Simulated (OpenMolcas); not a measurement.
Computed levels of 2s2 2p2 in ions with 6 electrons, in cm-1 above 3P0.

```json
{
 "Program": "OpenMolcas",
 "Method": "CASSCF",
 "Basis": "ANO-RCC-VTZP",
 "Scalar Hamiltonian": "DKH2, point nucleus",
 "Spin-orbit coupling": "state interaction with AMFI integrals over the reference wave functions, term energies averaged over their components"
}
```

Active space for each ion: 4 electrons in 4 orbitals (2s 2p).

```tsv
Level	C	N+	O2+	Ne4+
3P1	15.1	44.1	106	388
3P2	45.0	131	312	1117
1D2	12632	17574	22386	32355
1S0	21267	30885	40532	60384
```

Q: Estimate 3P2, 1D2, 1S0 for F3+ from its neighbours O2+ and Ne4+.

A: 3P2 is fine structure, which grows about as the fourth power of a screened charge, so the fourth roots are averaged: ((312^0.25 + 1117^0.25) / 2)^4 = 621. The calculation gives 630, so the estimate is off by -1.4 %; the measured value is 613 (Moore, Atomic Energy Levels, vol. I, NSRDS-NBS 35 (1971 reprint of NBS Circular 467, 1949)).
1D2 is another term, which grows about linearly with the charge: (22386 + 32355) / 2 = 27370. The calculation gives 27321, so the estimate is off by +0.2 %; the measured value is 25241 (Moore, Atomic Energy Levels, vol. I, NSRDS-NBS 35 (1971 reprint of NBS Circular 467, 1949)).
1S0 is another term, which grows about linearly with the charge: (40532 + 60384) / 2 = 50458. The calculation gives 50484, so the estimate is off by -0.1 %; the measured value is 53544 (Moore, Atomic Energy Levels, vol. I, NSRDS-NBS 35 (1971 reprint of NBS Circular 467, 1949)).

Terms from blocks run as CI alone lack orbitals of their own. Without dynamic correlation excited terms often stand tens of per cent too high (terms of higher spin than the ground term too low), and those without a measured partner can miss by more than the paired ones (holds for C; N+). Measured partners are found by configuration, term and J. A level has none where our copy of the source lacks it or the pairing is in doubt (some pairs that miss far off the trend of their configuration count as doubtful), and it then counts in no deviation. Only configurations of the active space appear.
